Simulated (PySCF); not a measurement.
A small calculation by hand: chemical shift, span and skew from a shielding tensor

2,2-difluoro-1-silylethanone (C2H4F2OSi), SMILES FC(F)C([SiH3])=O. Atoms are numbered in the order given.

```xyz
10

O     -1.9011     0.4956     0.0000
C     -0.7125     0.2339     0.0000
Si     0.6400     1.6522     0.0000
C     -0.2188    -1.2262     0.0000
F      0.5601    -1.4036    -1.1078
F      0.5601    -1.4036     1.1078
H      0.3808     2.4752     1.2279
H      2.0472     1.1341     0.0000
H      0.3808     2.4752    -1.2279
H     -1.0550    -1.9616     0.0000
```
Charge 0, spin multiplicity 1.

Geometry: PBE-D3(BJ)/def2-SVP. The values are those of a single conformer.

GIAO shieldings from B3LYP/pcSseg-1 (PySCF), non-relativistic, no solvent. The symmetric part of the tensor of C4 has the principal values 41.0, 51.6, 85.1 ppm. The same nucleus in TMS has σ = 181.3 ppm at this level (PySCF, at its B3LYP-D3(BJ)/def2-TZVP geometry).

### Question
Work out the isotropic shielding, the ¹³C shift against TMS, the span and the skew.

### Answer

σ(iso) = (σ11 + σ22 + σ33)/3 = 59.2 ppm. δ = σ(ref) − σ(iso) = 181.3 − (59.2) = 122.1 ppm.
Span Ω = σ33 − σ11 = 44.1 ppm. Skew κ = 3(σ(iso) − σ22)/Ω = 0.52. Tumbling in solution averages the tensor to δ; in a static solid the shielding alone would spread this spin-1/2 line over Ω.
